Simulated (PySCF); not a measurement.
Some computed properties have been withheld. Give your best values.

Species: C6H7O2 (doublet state).
Bonds: C1–C2 (triple), C2–C3, C3–O4 (double), C3–O5, O5–C6, C6–C7, C7–C8. Hydrogens: H9 on C1; H10, H11 on C6; H12 on C7; H13, H14, H15 on C8.

Conformer (atom-mapped SMILES and torsion angles): `[CH:1]#[C:2][C:3](=[O:4])[O:5][CH2:6][CH:7][CH3:8]`: C2–C3–O5–C6 -178°, C3–O5–C6–C7 89°, O5–C6–C7–C8 -93°.

```tsv
property	level	value
point group of the GFN2-xTB geometry	GFN2-xTB	?
rotational constants A, B, C of the GFN2-xTB geometry	GFN2-xTB	4.613, 1.154, 1.069 GHz
isotropic g value	unrestricted B3LYP/pcH-1, mean-field spin–orbit	?
spin squared ⟨S²⟩	unrestricted B3LYP/pcH-1	?
largest isotropic hyperfine couplings (means over sets of like nuclei)	unrestricted B3LYP/pcH-1	13C +99.4 (C7), 1H +81.8 (H13/H14/H15), 1H -58.7 (H12), 17O -57.4 (O5), 13C -31.4 (C8) MHz
```

Electronic properties: PySCF, gas phase, density fitting. GFN2-xTB frequencies show an imaginary mode (49i cm⁻¹), so this geometry is no minimum at that level. Hyperfine couplings depend on the geometry, which wasn't re-optimised at a DFT level. Couplings of like nuclei are plain means over topologically equivalent atoms, as if these changed places fast (by rotation of a methyl-like group, say); in this geometry the members of some sets differ.

Problem. Give the isotropic g value.

Solution. 2.00240.

Problem. What is the spin squared ⟨S²⟩?

Solution. 0.754.

Problem. Give the point group of the GFN2-xTB geometry.

Solution. C1.

The rotational constants make it an asymmetric top with κ = (2B − A − C)/(A − C) = -0.95, nearer the prolate limit (−1). With B = h/(8π²I), that is 505.379 GHz u Å² over I, the principal moments of inertia are 109.5, 438.1 and 472.5 u Å² (most abundant isotopes). ⟨S²⟩ is 0.004 above the pure-spin value S(S + 1) = 0.75. At 9.50 GHz, hν = g·μB·B₀ (B₀ the magnetic field) puts the centre of the isotropic spectrum, to first order, at 339.0 mT.

One conformer stands for the species.
